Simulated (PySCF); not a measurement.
Radial density of Pb⁴⁵⁺ (lead, charge +45)

M06-2X, [Kr] 4d1, 2D determinant. Calculation: PySCF 2.14, in an even-tempered Gaussian basis (18 s from 5.2 bohr⁻², ratio 2.5; 14 p from 6.7 bohr⁻², ratio 2.5; 8 d from 6.7 bohr⁻², ratio 2.5; 4 f from 27 bohr⁻², ratio 2.7; 3 g from 41 bohr⁻², ratio 2.7); scalar relativity by spin-free X2C-1e.

```
r (bohr)  4πr²ρ (e/bohr)  4πr²(ρα − ρβ)
  0.0149           108.6         0.0017
  0.0251           107.1         0.0284
  0.0422           150.7         0.2460
  0.0710           126.0         1.0841
   0.119           132.2         1.2966
   0.201           83.01         0.1369
   0.338           40.93         3.7460
   0.568           6.280         0.6967
   0.956         0.01714         0.0031
```

Densities and radii are taken from the X2C orbitals without a picture-change correction, which distorts them close to the nucleus.

Spin-orbit coupling, absent here, splits the open shell strongly.
